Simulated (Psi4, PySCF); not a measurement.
Input for Psi4:
```
memory 2 GB

molecule mol {
-1 2
O     2.755592    0.365194    0.517946
Si    1.262275   -0.262589    0.261444
O     1.445144   -1.609957   -0.663162
O     0.667981   -0.611104    1.747757
O     0.308070    0.776063   -0.490967
Si   -1.360671    0.436863   -0.658210
O    -1.794114    2.131960   -0.509475
O    -1.194855   -1.309436   -1.018470
O    -1.897948    0.017650    0.923455
H     3.373396    0.088077   -0.149031
H     0.571874   -1.759155   -1.073620
H    -0.293612   -0.464604    1.709408
H    -1.078414    2.660634   -0.149671
H    -1.304206   -1.839583   -0.225174
H    -2.210446    0.791825    1.386146
}

set {
  basis sto-3g
  reference uks
  scf_type pk
  puream true
  d_convergence 1e-8
  dft_radial_points 99
  dft_spherical_points 590
}

energy('r2scan')
print_variables()
```

Q: Give the equivalent PySCF input.

A: Several could match; the one computed here: 
```python
from pyscf import gto, scf, dft

mol = gto.Mole()
mol.atom = '''
    O     2.75559159    0.36519447    0.51794556
    Si    1.26227498   -0.26258857    0.26144375
    O     1.44514387   -1.60995694   -0.66316179
    O     0.66798058   -0.61110425    1.74775740
    O     0.30807010    0.77606306   -0.49096748
    Si   -1.36067091    0.43686283   -0.65821033
    O    -1.79411410    2.13196036   -0.50947530
    O    -1.19485495   -1.30943573   -1.01846952
    O    -1.89794818    0.01764981    0.92345541
    H     3.37339596    0.08807722   -0.14903076
    H     0.57187403   -1.75915530   -1.07362047
    H    -0.29361179   -0.46460354    1.70940774
    H    -1.07841442    2.66063400   -0.14967129
    H    -1.30420585   -1.83958334   -0.22517351
    H    -2.21044649    0.79182549    1.38614574
'''
mol.basis = 'sto-3g'
mol.charge = -1
mol.spin = 1
mol.verbose = 3
mol.build()

mf = dft.UKS(mol)
mf.xc = 'r2scan'
mf.grids.atom_grid = (99, 590)
mf.grids.prune = None
mf.kernel()
```

Both were run: Psi4 gave -1094.827601 Eh and PySCF -1094.827903 Eh, 0.302 mEh apart.
